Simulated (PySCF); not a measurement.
Two species compared at the same levels of theory.

First species: C₆H₉ClO.
Numbering: `[Cl:1][C@@H:2]1[CH2:3][CH2:4][C@@H:5]1[C@H:6]1[CH2:7][O:8]1` (hydrogens: H9 on C2; H10, H11 on C3; H12, H13 on C4; H14 on C5; H15 on C6; H16, H17 on C7)

Second species: C₃H₉FO₂Si₂.
Z-matrix (Å and degrees, GFN2-xTB geometry), rows numbered from 1:
```
C 
O   1  1.4229
C   2  1.3330  1  118.16
O   3  1.2104  2  123.70  1     0.56
Si  3  1.9157  2  112.05  1   178.74
F   5  1.6181  3  105.06  2    -6.84
Si  5  2.3121  3  110.54  2  -125.72
C   7  1.8978  5  109.31  3   -58.91
H   1  1.0876  2  106.95  3  -150.17
H   1  1.0915  2  109.57  3    90.34
H   1  1.0918  2  109.80  3   -29.62
H   5  1.4623  3  106.19  2   100.73
H   7  1.4723  5  111.16  3  -179.51
H   7  1.4741  5  112.16  3    61.87
H   8  1.0868  7  110.91  5    53.53
H   8  1.0865  7  111.37  5   -66.04
H   8  1.0860  7  111.61  5   173.79
```

Levels: CAM-B3LYP/def2-SVPD for dipole moment, HOMO energy, LUMO energy, HOMO–LUMO gap, static isotropic polarisability and electronic spatial extent ⟨r²⟩ about the centre of nuclear charge; TDDFT CAM-B3LYP/def2-SVPD for lowest singlet excitation; TDA CAM-B3LYP/def2-SVPD for lowest triplet excitation (Tamm–Dancoff); GFN2-xTB for rotational constant A and rotational constant C. Geometries: GFN2-xTB. Each structure is a single optimised conformer of the isolated species, non-relativistic unless stated. Electronic properties by PySCF.

The conformers computed, where there is a choice (atom-mapped SMILES and torsion angles):
- `[Cl:1][C@@H:2]1[CH2:3][CH2:4][C@@H:5]1[C@H:6]1[CH2:7][O:8]1`: C4–C5–C6–C7 -35°
- `[CH3:1][O:2][C:3](=[O:4])[Si@H:5]([F:6])[SiH2:7][CH3:8]`: C1–O2–C3–O4 1°, O2–C3–Si5–F6 -7°, C3–Si5–Si7–C8 -59°

| property | column X | column Y |
| --- | --- | --- |
| dipole moment | 1.67 D | 0.70 D |
| HOMO energy | -9.35 eV | -9.24 eV |
| LUMO energy | 1.20 eV | 0.17 eV |
| HOMO–LUMO gap | 10.55 eV | 9.41 eV |
| lowest singlet excitation | 7.32 eV | 5.11 eV |
| lowest triplet excitation (Tamm–Dancoff) | 6.71 eV | 4.45 eV |
| static isotropic polarisability | 80.7 au | 97.7 au |
| electronic spatial extent ⟨r²⟩ about the centre of nuclear charge | 1094 bohr² | 1761 bohr² |
| rotational constant A | 2.470 GHz | 2.050 GHz |
| rotational constant C | 1.129 GHz | 0.660 GHz |

Problem. Which column belongs to which species?

Solution. Column X is the first species and column Y the second. The first has 17 atoms and 70 electrons, the second 17 and 80.

Problem. How does each property change from the first species to the second?

Solution. dipole moment -0.97 D; HOMO energy +0.11 eV; LUMO energy -1.03 eV; HOMO–LUMO gap -1.14 eV; lowest singlet excitation -2.21 eV; lowest triplet excitation (Tamm–Dancoff) -2.26 eV; static isotropic polarisability +17.0 au; electronic spatial extent ⟨r²⟩ about the centre of nuclear charge +667 bohr²; rotational constant A -0.420 GHz; rotational constant C -0.469 GHz.

On the first: The polarisability is 11.95 Å³ as a volume (1 au = 0.148185 Å³), or 1.15 au for each of the 70 electrons. No computed singlet falls in the visible range (750 to 380 nm, 1.65 to 3.26 eV); S1 lies 4.06 eV above its blue end.

On the second: S1 lies 4.30 eV below the HOMO–LUMO gap; its leading configuration is HOMO→LUMO+1, weight 0.54, beside HOMO→LUMO, weight 0.29. No computed singlet falls in the visible range (750 to 380 nm, 1.65 to 3.26 eV); S1 lies 1.85 eV above its blue end. GFN2-xTB frequencies show an imaginary mode (26i cm⁻¹), so this geometry is no minimum at that level.
